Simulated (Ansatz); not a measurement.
Born–Oppenheimer molecular dynamics of GeH$_{3}$S (5 atoms, charge 0, multiplicity 2). It starts from a relaxed structure.

Computed with UKS PBE/def2-SVP (Ansatz).

```json
{
 "ensemble": "NVT, Langevin thermostat",
 "time step": "0.5 fs",
 "steps asked": "103",
 "set temperature": "500 K",
 "friction": "0.05 /fs",
 "seed": "531544"
}
```

First frame:

```xyz
5
Properties=species:S:1:pos:R:3
S 1.426 -0.325 1.489
Ge -0.110 -0.001 -0.084
H -1.032 1.202 0.250
H 0.723 0.326 -1.358
H -0.957 -1.276 -0.338
```

(1) How far do the bonds stretch over the last three quarters of this one trajectory? (Pairs bonded in most of those frames.)

Results:

(1) 
```tsv
bond	mean (Å)	spread (Å)	shortest	longest
S1–Ge2	2.239	0.011	2.22	2.26
Ge2–H3	1.552	0.072	1.42	1.65
Ge2–H4	1.573	0.087	1.44	1.70
Ge2–H5	1.569	0.035	1.49	1.63
```

Mean temperature of the second half: 575 K. The mean temperature of the second half is 15 % above the set value. A run of 0.051 ps of so small a system gives no equilibrium averages.

The run took 9.2 min on 1 CPU thread of a shared host.
